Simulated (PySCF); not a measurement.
O3S, SMILES O=S(=O)=O.

The structure is a stationary point at ωB97X-D3(BJ)/def2-TZVP.

These are HF/def2-TZVPD run with PySCF values and carry that method's errors.

Symmetry labels are those of the subgroup C2v that the program uses (full group D3h).

Task: List the valence orbital energies around the gap with their symmetry. (The exact figures need the calculation; the answer reports its results.)

Result: 
```csv
orbital,symmetry,energy (eV)
HOMO−7,B2,-20.39
HOMO−6,B1,-20.35
HOMO−5,A1,-20.35
HOMO−4,A1,-16.97
HOMO−3,B1,-16.97
HOMO−2,B2,-15.62
HOMO−1,A2,-15.62
HOMO,B1,-14.68
LUMO,A1,0.63
LUMO+1,B2,1.49
LUMO+2,B2,1.76
LUMO+3,A1,1.79
```
